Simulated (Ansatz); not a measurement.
InCl, closed-shell singlet (the spin of the measured ground state), most abundant isotopes (34.9689 and 114.9039 u). Constants from fifth-degree fits in 1/R to seven points on the lowest solution found; no spin–orbit coupling, no relativity up to Kr; ω_e x_e and α_e move by some per cent with the fit.

Correlated levels freeze the inner cores; with def2 sets outer-core shells near the valence are correlated too.

Codes used: Ansatz (Gaussian orbitals). Each number belongs to the level named beside it. In def2 rows elements past Kr take small-core potentials, without spin–orbit coupling.

Total energies (hartree; each atom in its lowest state at that level) and vibrational constants (cm⁻¹):

```csv
level,E(InCl) at r_e,E(Cl),E(In),ω_e,ω_e x_e
PBE/def2-TZVPP,-650.248276,-459.958430,-190.117349,302,0.98
B3LYP/def2-TZVPP,-650.518669,-460.167005,-190.186636,302,0.98
wB97M-V/def2-TZVPP,-650.356356,-460.125172,-190.060855,317,1.0
CCSD(T)/def2-QZVPP,-649.492926,-459.695345,-189.627665,317,1.0
```

**Question.** Work out D_e and D₀ in eV.

**Answer.** 
D_e = E(Cl) + E(In) − E(molecule), times 27.2114 eV; D₀ = D_e − (ω_e/2 − ω_e x_e/4)/8065.54.
- PBE/def2-TZVPP: D_e = 4.694, zero point 0.019, D₀ = 4.675 eV
- B3LYP/def2-TZVPP: D_e = 4.491, zero point 0.019, D₀ = 4.472 eV
- wB97M-V/def2-TZVPP: D_e = 4.635, zero point 0.020, D₀ = 4.615 eV
- CCSD(T)/def2-QZVPP: D_e = 4.624, zero point 0.020, D₀ = 4.604 eV
No counterpoise correction is made.

Ansatz is a quantum-chemistry and plane-wave program.
